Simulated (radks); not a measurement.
Species: Co3+. Configuration: [Ar] 3d5 4p1 (not the ground configuration).

Method: scalar-relativistic Kohn-Sham, LDA (Slater exchange, Perdew-Wang correlation), spin-unpolarised, spherical densities, finite nucleus; Fermi nuclear charge, rms radius 3.7875 fm; computed with a radial shooting solver on a logarithmic mesh with Libxc functionals.

Energy parts (eV):
part                      energy
total                 -37758.949
kinetic                38232.946
electron-nucleus      -89381.509
Hartree                14895.656
exchange-correlation   -1506.041

Orbitals (lengths in bohr, moments of r in powers of bohr; r(max) is where P^2 peaks):
| orbital | occ. | eigenvalue (eV) | r(max) |
|---|---|---|---|
| 1s | 2 | -7626.565 | 0.03685 |
| 2s | 2 | -948.2224 | 0.2136 |
| 2p | 6 | -820.4628 | 0.1720 |
| 3s | 2 | -150.0296 | 0.6650 |
| 3p | 6 | -113.2097 | 0.6714 |
| 3d | 5 | -54.3626 | 0.6374 |
| 4p | 1 | -28.0576 | 2.128 |

The highest occupied level is 4p at -28.058 eV. The electron density at the nucleus is 1.727e+04 e/bohr^3 (large components only). Summed over all electrons, <r^2> = 17.71 bohr^2, which gives a Langevin (diamagnetic) susceptibility term of -14 x 10^-6 cm^3/mol.
